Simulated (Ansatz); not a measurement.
Geometry optimisation, RKS PBE-D4/def2-SVP in Ansatz 0.2.0.

Input:

```yaml
crystal:
  periodic: [false, false, false]
  atoms:
    - { symbol: Ge, position_ang: [0.0, 0.0, 0.0] }
    - { symbol: O, position_ang: [0.0, 0.0, 2.12] }
    - { symbol: H, position_ang: [-0.9095, -0.2814, 2.4571] }
    - { symbol: H, position_ang: [1.4616, 0.0, -0.5162] }
    - { symbol: F, position_ang: [-0.7913, 1.3709, -0.5594] }
    - { symbol: Cl, position_ang: [-1.0456, -1.8115, -0.7393] }
    - { symbol: P, position_ang: [0.9563, -2.2436, 0.8104] }
    - { symbol: H, position_ang: [0.0638, -3.2922, 0.4636] }
    - { symbol: H, position_ang: [2.2156, -2.472, 0.1953] }
    - { symbol: H, position_ang: [0.4929, -1.1565, 1.9541] }
basis:
  gaussian: { orbitals: def2-SVP }
hamiltonian:
  xc: pbe
  dispersion: d4
relax:
  f_tol: 0.15
  max_steps: 25
  restrain:
    - { distance: [0, 6], at: 3.47, k: 30.0 }
    - { distance: [9, 1], at: 2.21, k: 30.0 }
    - { distance: [0, 1], at: 1.77, k: 30.0 }
    - { distance: [9, 6], at: 1.42, k: 30.0 }
```

Command:

```bash
$ ansatz run input.yaml --threads 4 --pin off --max-ram 5120MiB --backend cpu --events-out ev --progress --plain --runs-dir out
```

Problem. Where does it end, and by what steps?

Solution. The forces met the threshold. The restraints hold the end off the free minimum; the threshold counts their pulls, which the force column leaves out. Restrained pairs: Ge1–P7 (2.57 → 3.49 Å), O2–H10 (1.27 → 2.21 Å), Ge1–O2 (2.12 → 1.77 Å), P7–H10 (1.64 → 1.43 Å). After 15 steps the energy has fallen by 4.004 eV (the restraints' own energy left out); P7 moved furthest, 0.93 Å.

```csv
step,energy less start (eV),largest force component (eV/Å),accepted
0,0.0000,4.054,yes
1,-0.5325,5.218,yes
2,-1.3050,5.256,yes
3,-2.3463,4.076,yes
4,-3.4068,1.893,yes
5,-3.7475,1.089,yes
6,-3.9390,0.472,yes
7,-3.9609,0.610,yes
8,-3.9785,0.699,yes
9,-3.9840,0.757,yes
10,-3.9900,0.723,yes
11,-3.9838,0.982,no
12,-3.9952,0.618,yes
13,-3.9982,0.525,yes
14,-4.0012,0.569,yes
15,-4.0042,0.647,yes
```

```xyz
10
Properties=species:S:1:pos:R:3
Ge -0.186 -0.072 0.069
O -0.196 0.078 1.836
H -1.102 0.228 2.174
H 1.215 -0.343 -0.474
F -0.710 1.482 -0.554
Cl -1.722 -1.441 -0.611
P 1.431 -2.951 1.194
H 0.446 -2.881 0.151
H 2.378 -2.140 0.478
H 0.891 -1.848 1.922
```

Run time: 28 s on 4 threads of Arm Neoverse V2 (shared host), peak memory 0.19 GiB.
